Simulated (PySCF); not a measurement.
## Radial density of Ne⁺ (neon, charge +1)

PBEsol, [He] 2s2 2p5, 2P determinant. Calculation: PySCF 2.14, in aug-cc-pVTZ-DK; the spin-free X2C one-electron Hamiltonian (Gaussian nucleus).

```csv
r (bohr),4πr²ρ (e/bohr),4πr²(ρα − ρβ)
0.00290,0.06665,0.0000
0.00488,0.1795,0.0000
0.00821,0.4635,0.0000
0.0138,1.156,-0.0001
0.0232,2.683,0.0000
0.0391,5.510,0.0012
0.0657,9.170,0.0095
0.111,10.86,0.0539
0.186,7.841,0.2189
0.313,5.130,0.6394
0.526,7.193,1.0733
0.885,6.104,0.8359
1.49,1.762,0.2268
2.50,0.1392,0.0147
4.21,0.0003458,0.0000
```

Densities and radii are taken from the X2C orbitals without a picture-change correction, which distorts them close to the nucleus.
